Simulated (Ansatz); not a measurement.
C₂H₉AlSSi, relaxed with RKS PBE0-D4/def2-TZVP in Ansatz from a PBE-D4/def2-SVP geometry. The force threshold is 0.005 eV/Å; the program also tests the step.

The species carries charge 0 and has multiplicity 1. The bonds changed during the relaxation, so this is another structure than the one it started from.

Start:

```xyz
14

C     0.624    1.127   -1.771
C    -0.031   -0.089   -1.132
S    -1.104    0.415    0.298
Si   -1.075   -1.539    1.548
Al    0.512    0.195    2.143
H     1.218    0.812   -2.653
H     1.309    1.632   -1.061
H    -0.131    1.864   -2.113
H     0.728   -0.811   -0.767
H    -0.701   -0.623   -1.836
H    -2.495   -1.638    2.049
H    -0.915   -2.592    0.475
H     1.961    0.094    1.467
H     0.101    1.151    3.354
```

| step | energy (eV) | largest force (eV/Å) | largest move (Å) |
| --- | --- | --- | --- |
| 1 | -27520.0364 | 0.471 | 0.000 |
| 2 | -27520.0868 | 0.264 | 0.040 |
| 3 | -27520.0919 | 0.074 | 0.025 |
| 4 | -27520.0933 | 0.034 | 0.020 |
| 5 | -27520.0934 | 0.020 | 0.011 |
| 6 | -27520.0935 | 0.007 | 0.004 |
| 7 | -27520.0935 | 0.009 | 0.005 |
| 8 | -27520.0935 | 0.003 | 0.005 |

End:

```xyz
14

C     0.617    1.113   -1.743
C    -0.030   -0.095   -1.105
S    -1.101    0.406    0.291
Si   -1.075   -1.515    1.499
Al    0.511    0.189    2.106
H     1.214    0.801   -2.603
H     1.278    1.619   -1.037
H    -0.131    1.829   -2.090
H     0.723   -0.792   -0.731
H    -0.673   -0.632   -1.805
H    -2.461   -1.612    2.036
H    -0.929   -2.563    0.450
H     1.938    0.123    1.414
H     0.120    1.129    3.318
```

Hardware: 4 threads of an Arm Neoverse V2 on a shared host. Wall time 39 s, peak host memory 0.73 GiB.
